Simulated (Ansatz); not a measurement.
Steps of a relaxation of C2H7BN2 with RKS PBE-D4/def2-SVP.

```sh
$ ansatz run in.yaml --threads 4 --pin off --events-out ev --progress --plain --max-ram 10444MiB
```

```yaml
crystal:
  periodic: [false, false, false]
  atoms:
    - {symbol: N, position_ang: [-1.123000, 0.817200, 0.407700]}
    - {symbol: C, position_ang: [-0.039300, -0.037500, 0.164500]}
    - {symbol: N, position_ang: [0.499400, -0.675400, 1.330500]}
    - {symbol: B, position_ang: [1.075000, 0.356900, -1.007800]}
    - {symbol: C, position_ang: [-0.082500, -0.876100, -1.064100]}
    - {symbol: H, position_ang: [-0.837200, 1.660300, 1.001900]}
    - {symbol: H, position_ang: [-1.456900, 1.300500, -0.499000]}
    - {symbol: H, position_ang: [0.906000, 0.092700, 1.981100]}
    - {symbol: H, position_ang: [-0.238500, -1.160700, 1.878700]}
    - {symbol: H, position_ang: [1.872400, 0.998400, -1.444300]}
    - {symbol: H, position_ang: [-0.918000, -0.673300, -1.744100]}
    - {symbol: H, position_ang: [0.419600, -1.858200, -0.971200]}
basis:
  gaussian: {orbitals: def2-SVP}
hamiltonian: {xc: pbe, dispersion: d4}
relax: {f_tol: 0.03, max_steps: 200}
```

Positions (Å) and forces (eV/Å) along the path, 12 of 22 steps:

```xyz
12
step=1 energy=-5829.8163 eV
N    -1.123    0.817    0.408   -1.958    3.158   -0.656
C    -0.039   -0.037    0.165    3.081    0.187   -0.146
N     0.499   -0.675    1.331    0.919    1.197    1.372
B     1.075    0.357   -1.008   -4.499   -3.623    2.561
C    -0.083   -0.876   -1.064    1.859    1.597   -0.792
H    -0.837    1.660    1.002   -0.181   -1.189   -0.661
H    -1.457    1.300   -0.499    0.333   -0.916    1.331
H     0.906    0.093    1.981   -0.734   -1.478   -1.070
H    -0.238   -1.161    1.879    0.021    0.133   -0.172
H     1.872    0.998   -1.444    1.887    1.571   -1.224
H    -0.918   -0.673   -1.744   -0.223   -0.592   -0.350
H     0.420   -1.858   -0.971   -0.506   -0.044   -0.193
12
step=3 energy=-5830.5969 eV
N    -1.123    0.892    0.423    0.059   -0.004    0.058
C     0.026    0.015    0.204    0.088   -0.168    0.502
N     0.520   -0.684    1.356   -0.239   -0.028   -0.074
B     1.015    0.309   -0.939    0.554    0.433   -0.249
C     0.000   -0.813   -1.092   -0.467   -0.344   -0.223
H    -0.835    1.742    0.927    0.041    0.034    0.004
H    -1.533    1.217   -0.457   -0.124   -0.027   -0.159
H     0.940   -0.023    2.017    0.073    0.039    0.073
H    -0.266   -1.143    1.847    0.046    0.005   -0.001
H     1.831    1.008   -1.488   -0.008    0.093    0.027
H    -0.855   -0.724   -1.794    0.041   -0.069   -0.003
H     0.358   -1.851   -0.970   -0.065    0.038    0.044
12
step=4 energy=-5830.6193 eV
N    -1.113    0.894    0.425    0.129    0.148   -0.071
C     0.039    0.015    0.213    0.022   -0.151    0.163
N     0.516   -0.696    1.363   -0.122    0.020   -0.055
B     1.032    0.322   -0.939    0.035    0.038   -0.088
C    -0.007   -0.807   -1.094   -0.025   -0.005   -0.061
H    -0.816    1.770    0.881   -0.040   -0.007   -0.020
H    -1.561    1.167   -0.460   -0.005   -0.064    0.048
H     0.956   -0.050    2.028    0.028   -0.001    0.014
H    -0.276   -1.145    1.853    0.016    0.003    0.001
H     1.836    1.044   -1.482   -0.062    0.017    0.049
H    -0.861   -0.719   -1.794    0.007   -0.018    0.013
H     0.329   -1.850   -0.960    0.016    0.018    0.008
12
step=5 energy=-5830.6370 eV
N    -1.069    0.924    0.412    0.045    0.058   -0.171
C     0.045   -0.005    0.225    0.263   -0.120    0.125
N     0.494   -0.731    1.372   -0.086    0.004    0.029
B     1.015    0.330   -0.939    0.014    0.165    0.017
C    -0.006   -0.816   -1.091   -0.115    0.140   -0.137
H    -0.755    1.827    0.796    0.002   -0.030    0.002
H    -1.556    1.126   -0.470   -0.034   -0.021    0.062
H     0.981   -0.114    2.031    0.006    0.021    0.017
H    -0.311   -1.140    1.872   -0.006   -0.011    0.023
H     1.768    1.141   -1.445   -0.135   -0.161    0.043
H    -0.876   -0.744   -1.773    0.000   -0.046   -0.031
H     0.346   -1.852   -0.955    0.046    0.000    0.019
12
step=7 energy=-5830.6635 eV
N    -0.990    0.961    0.386   -0.025    0.213   -0.386
C     0.074   -0.041    0.251    0.137   -0.157   -0.001
N     0.458   -0.781    1.408   -0.022    0.078    0.074
B     0.980    0.360   -0.937   -0.028    0.189    0.006
C    -0.008   -0.812   -1.099   -0.104    0.141   -0.005
H    -0.651    1.893    0.684   -0.085   -0.253   -0.068
H    -1.558    1.072   -0.471    0.168    0.001    0.337
H     0.983   -0.191    2.066   -0.067   -0.049   -0.048
H    -0.374   -1.135    1.907    0.049    0.034   -0.031
H     1.663    1.236   -1.432   -0.092   -0.189    0.078
H    -0.911   -0.789   -1.744    0.022   -0.032    0.043
H     0.411   -1.827   -0.985    0.047    0.024    0.002
12
step=8 energy=-5830.6850 eV
N    -0.877    0.989    0.314    0.226    0.077   -0.250
C     0.114   -0.112    0.276    0.006   -0.055   -0.370
N     0.423   -0.833    1.463   -0.171    0.176   -0.080
B     0.896    0.424   -0.939   -0.349    0.038    0.186
C    -0.031   -0.799   -1.113   -0.030   -0.669    0.283
H    -0.512    1.910    0.593   -0.070   -0.077    0.025
H    -1.504    1.070   -0.496    0.051   -0.051    0.183
H     0.925   -0.232    2.130    0.006   -0.040   -0.027
H    -0.446   -1.138    1.933    0.111   -0.012   -0.069
H     1.552    1.315   -1.413    0.097    0.045    0.036
H    -1.031   -0.890   -1.633    0.619    0.030    0.244
H     0.567   -1.760   -1.081   -0.495    0.537   -0.161
12
step=9 energy=-5830.7159 eV
N    -0.860    1.005    0.307    0.072    0.020   -0.478
C     0.108   -0.114    0.274    0.131   -0.162   -0.136
N     0.419   -0.825    1.463   -0.116    0.109    0.001
B     0.878    0.430   -0.938   -0.232    0.026    0.168
C    -0.028   -0.816   -1.099   -0.096   -0.295   -0.016
H    -0.497    1.926    0.587   -0.045   -0.123   -0.013
H    -1.526    1.074   -0.475    0.090   -0.034    0.258
H     0.921   -0.225    2.131   -0.012   -0.035   -0.018
H    -0.444   -1.148    1.932    0.108    0.009   -0.057
H     1.552    1.318   -1.397    0.049    0.003    0.037
H    -1.007   -0.909   -1.641    0.334    0.071    0.220
H     0.560   -1.772   -1.110   -0.283    0.411    0.033
12
step=10 energy=-5830.8007 eV
N    -0.754    1.044    0.213   -0.506   -0.280   -1.649
C     0.129   -0.157    0.282    0.193   -0.062    0.366
N     0.404   -0.837    1.487   -0.123    0.074    0.063
B     0.810    0.482   -0.924   -0.450    0.276    0.246
C    -0.032   -0.832   -1.078    0.115   -0.098   -0.299
H    -0.400    1.978    0.462   -0.148   -0.222    0.089
H    -1.591    1.025   -0.440    0.953    0.159    0.999
H     0.896   -0.239    2.162   -0.031   -0.044   -0.014
H    -0.454   -1.196    1.936    0.135    0.033   -0.056
H     1.525    1.382   -1.312   -0.013   -0.222    0.016
H    -1.023   -0.939   -1.573   -0.045    0.120    0.079
H     0.566   -1.766   -1.183   -0.081    0.264    0.161
12
step=11 energy=-5830.9962 eV
N    -0.626    1.074    0.069   -1.412   -0.496   -2.071
C     0.154   -0.208    0.291    0.169   -0.058    0.638
N     0.386   -0.847    1.520   -0.216    0.233   -0.082
B     0.715    0.545   -0.912   -0.691    0.404    0.201
C    -0.033   -0.847   -1.068    0.486   -0.241   -0.389
H    -0.324    1.998    0.407   -0.306   -0.365    0.400
H    -1.635    1.020   -0.395    2.078    0.354    1.148
H     0.862   -0.246    2.203    0.009   -0.049   -0.005
H    -0.471   -1.234    1.947    0.141    0.026   -0.059
H     1.485    1.415   -1.266    0.092   -0.326   -0.094
H    -1.042   -0.972   -1.520   -0.116    0.107    0.093
H     0.604   -1.752   -1.242   -0.233    0.410    0.220
12
step=12 energy=-5830.9530 eV rejected
N    -0.511    1.088   -0.089   -4.134    1.476    1.820
C     0.171   -0.242    0.291    0.192   -0.147   -0.195
N     0.358   -0.832    1.538   -0.215    0.398   -0.070
B     0.614    0.612   -0.919    1.752   -0.609   -1.293
C    -0.021   -0.857   -1.073    0.481   -0.343   -0.098
H    -0.309    1.949    0.506   -0.410   -1.267   -0.565
H    -1.618    1.059   -0.375    2.390    0.257    0.449
H     0.828   -0.235    2.228    0.049   -0.071    0.008
H    -0.494   -1.246    1.948    0.093    0.039   -0.031
H     1.462    1.404   -1.285    0.114   -0.376   -0.216
H    -1.059   -1.020   -1.461    0.068    0.066    0.062
H     0.657   -1.734   -1.273   -0.381    0.576    0.129
12
step=20 energy=-5831.3626 eV rejected
N    -0.590    1.097   -0.050   -0.029    0.010    0.005
C     0.155   -0.222    0.275    0.002   -0.050   -0.022
N     0.345   -0.774    1.529    0.017    0.039    0.080
B     0.664    0.591   -0.924    0.009    0.052    0.026
C    -0.025   -0.838   -1.088    0.030    0.013    0.046
H    -0.446    1.855    0.625    0.012   -0.007   -0.012
H    -1.569    1.065   -0.395   -0.010    0.005   -0.006
H     0.858   -0.202    2.205    0.037   -0.025   -0.032
H    -0.463   -1.233    1.967   -0.036    0.010   -0.054
H     1.558    1.285   -1.348   -0.004   -0.003   -0.001
H    -1.053   -0.984   -1.490   -0.031   -0.020   -0.017
H     0.643   -1.697   -1.272    0.003   -0.025   -0.013
12
step=22 energy=-5831.3641 eV
N    -0.594    1.096   -0.050   -0.011    0.005   -0.011
C     0.153   -0.224    0.276    0.012   -0.023   -0.007
N     0.340   -0.773    1.531   -0.004    0.016    0.025
B     0.663    0.594   -0.920   -0.012    0.000    0.005
C    -0.023   -0.839   -1.089    0.002    0.010    0.012
H    -0.451    1.855    0.624    0.005   -0.004    0.001
H    -1.571    1.063   -0.399    0.002    0.004    0.000
H     0.885   -0.220    2.198   -0.005   -0.011   -0.013
H    -0.478   -1.211    1.972    0.007    0.000   -0.008
H     1.557    1.288   -1.341    0.004    0.003   -0.003
H    -1.051   -0.988   -1.494    0.001   -0.002   -0.002
H     0.645   -1.697   -1.274   -0.002    0.000    0.000
```

Run time 20 s (4 threads of an Intel Xeon Platinum 8488C on a shared host); peak host memory 0.16 GiB.
